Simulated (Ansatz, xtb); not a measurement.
**Ligand exchange: C3H6S + SiH3(SnH3) → C3H8Si + SnH3(SH)**

Gas-phase species: C3H6S `C=CCS`, singlet; SiH3(SnH3), singlet; C3H8Si `C=CC[SiH3]`, singlet; SnH3(SH), singlet. The partners trade SH for SiH3: C–SH and Sn–SiH3 bonds give way to C–SiH3 and Sn–SH.

Shapes, held fixed at every level: PBE0-D4/def2-TZVP. Flexible molecules stand in one conformer, not always the lowest. Programs: Ansatz 0.2.0, xtb 6.7.1. Electronic energies: no zero-point or thermal term.

```json
{"level": "GFN0-xTB", "kind": "semi-empirical", "ΔE (kJ/mol)": "-46.5", "less CCSD(T)/def2-TZVPP": "+25.3"}
{"level": "PBE-D4/def2-TZVPP", "kind": "GGA", "ΔE (kJ/mol)": "-63.1", "less CCSD(T)/def2-TZVPP": "+8.7"}
{"level": "B3LYP-D4/def2-TZVPP", "kind": "global hybrid", "ΔE (kJ/mol)": "-70.7", "less CCSD(T)/def2-TZVPP": "+1.1"}
{"level": "wB97M-V/def2-TZVPP", "kind": "range-separated hybrid", "ΔE (kJ/mol)": "-75.1", "less CCSD(T)/def2-TZVPP": "-3.3"}
{"level": "B2PLYP/def2-TZVPP", "kind": "double hybrid", "ΔE (kJ/mol)": "-71.9", "less CCSD(T)/def2-TZVPP": "-0.1"}
{"level": "MP2/def2-TZVPP", "kind": "perturbation theory", "ΔE (kJ/mol)": "-75.8", "less CCSD(T)/def2-TZVPP": "-4.0"}
{"level": "CCSD/def2-TZVPP", "kind": "coupled cluster or CI", "ΔE (kJ/mol)": "-72.4", "less CCSD(T)/def2-TZVPP": "-0.6"}
{"level": "CCSD(T)/def2-TZVPP", "kind": "coupled cluster or CI", "ΔE (kJ/mol)": "-71.8", "less CCSD(T)/def2-TZVPP": "0.0"}
```

The highest level, CCSD(T)/def2-TZVPP, gives ΔE = -71.8 kJ/mol; the levels span -75.8 to -46.5. The column of differences is taken from that level and isn't an error. No measured value is set beside it here. For atoms past krypton def2 sets carry core potentials with scalar relativity. Outer-core shells of Sn are correlated, in sets that cover them unevenly.
